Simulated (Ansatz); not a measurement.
Isolated molecules relaxed with PBE0-D4/def2-TZVP in Ansatz; ΔE leaves out vibrations. CCSD(T)/CBS adds triple-zeta CCSD(T) − MP2 to the extrapolated MP2 energy (def2 sets, frozen cores). For Ge outer-core shells are correlated without core-valence functions, which leaves a few kJ/mol of doubt a bond. Scalar relativity is left out up to krypton. One conformer a species, not always the lowest.

Reaction (substitution at a C–C bond): `CCCCCC(C)(C)C` + `[NH2][GeH2][F]` → `C[NH][GeH2][F]` + `CCCCCC(C)C`

| species | HF/def2-TZVPP energy (Eh) |
| --- | --- |
| `CCCCCC(C)(C)C` | -352.59439 |
| `[NH2][GeH2][F]` | -2231.70958 |
| `C[NH][GeH2][F]` | -2270.74395 |
| `CCCCCC(C)C` | -313.55032 |

Task: Work out ΔE.

Result: ΔE = (-2270.74395) + (-313.55032) − (-352.59439) − (-2231.70958) = 0.00970 Eh = +6.1 kcal/mol. CCSD(T)/CBS gives +11.0 kcal/mol.

Largest T1 diagnostic among the species: 0.011.

The D4 term adds +2.4 kcal/mol with B3LYP and +1.4 kcal/mol with PBE0; it sums over pairs of atoms, weighted by their polarisabilities, and B3LYP, whose exchange is more repulsive, gets the larger term. In def2-TZVPP, CCSD(T) changes the Hartree–Fock value by +5.1 kcal/mol (the triples alone add +0.7 kcal/mol) and MP2 by +6.4 kcal/mol.

B3LYP here is the variant with VWN-RPA as its local correlation; programs differ in this.
